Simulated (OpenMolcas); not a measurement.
**P: effect of the active space**

```json
{"Program": "OpenMolcas 26.06", "Method": "CASSCF or its RAS form", "Basis": "ANO-RCC-VTZP", "Scalar Hamiltonian": "DKH2, point nucleus", "Spin-orbit coupling": "RASSI with atomic mean-field integrals over the reference wave functions, term energies averaged over their components"}
```

A. 3 electrons in 3 orbitals (3p); 2S+1 = 4 odd, 1 root; 2S+1 = 2 odd, 8 roots; cost roughly 1.8 core-seconds
B. 5 electrons in 4 orbitals (3s 3p); 2S+1 = 4 odd, 1 root; 2S+1 = 2 odd, 8 roots; cost roughly 5 core-seconds
C. 5 electrons in 8 orbitals (3s 3p 4s 4p); 2S+1 = 4 odd, 1 root; 2S+1 = 2 odd, 8 roots; 2S+1 = 4 even, 3 roots; 2S+1 = 2 even, 5 roots (0 in the spin-orbit step); cost about 13 core-seconds
D. 5 electrons in 9 orbitals (RAS2 3s 3p; RAS3 3d, at most 2 electrons); 2S+1 = 4 odd, 1 root; 2S+1 = 2 odd, 8 roots; 2S+1 = 2 even, 5 roots; cost about 16 core-seconds

Energies in cm⁻¹ above 3s² 3p³ ⁴S°_3/2, the measured ground level; measured values from NIST Handbook of Basic Atomic Spectroscopic Data.

| Level | A | B | C | D | Measured |
| --- | --- | --- | --- | --- | --- |
| 3s² 3p³ ⁴S°_3/2 | 0.0 | 0.0 | 0.0 | 0.0 | 0.0 |
| 3s² 3p³ ²D°_3/2 | 15378 | 15362 | 14677 | 14590 | 11361 |
| 3s² 3p³ ²D°_5/2 | 15384 | 15374 | 14697 | 14597 | 11377 |
| 3s² 3p³ ²P°_1/2 | 25426 | 20753 | 19597 | 22710 | 18723 |
| 3s² 3p³ ²P°_3/2 | 25435 | 20757 | 19610 | 22714 | 18748 |

Deviations, from unrounded energies. A percentage is the sum of absolute deviations over the sum of measured energies, with the sign that they share, or ± where signs differ.

```
                        Against measurement  Levels      A      B      C      D
             mean absolute deviation (cm-1)       4   5400   3000   2100   3600
other terms of the ground configuration (%)       4  +35.6  +20.0  +13.9  +23.9
```

C lies closest to measurement on these levels and A furthest from it. The largest miss of C in the table is 3s² 3p³ ²D°_5/2, by +3300 cm-1. The ranking rests on the paired levels alone, and a cruder setting can come out closer through cancelling errors.

Among A to D the level of the table that moves most is 3s² 3p³ ²P°_1/2, by 5800 cm-1 (lowest in C, highest in A).

Without dynamic correlation excited terms often stand tens of per cent too high (terms of higher spin than the ground term too low), and those without a measured partner can miss by more than the paired ones. With the s shell closed, the reference lacks s² → p² mixing (holds for A). No level of 3s 3p⁴ was computed, though it lies in the active space (holds for B). Active for correlation alone: 4p 4s; no level in the range computed is led by a configuration that fills them, so any true level of that kind is missing (holds for C). Active for correlation alone: 3d; no level in the range computed is led by a configuration that fills it, so any true level of that kind is missing (holds for D). Measured partners are found by configuration, term and J. A level has none where our copy of the source lacks it or the pairing is in doubt (some pairs that miss far off the trend of their configuration count as doubtful), and it then counts in no deviation. Levels of configurations outside the active space are missing. The table leaves out levels that lie high or whose names do not pair safely across all columns.

° marks odd parity.
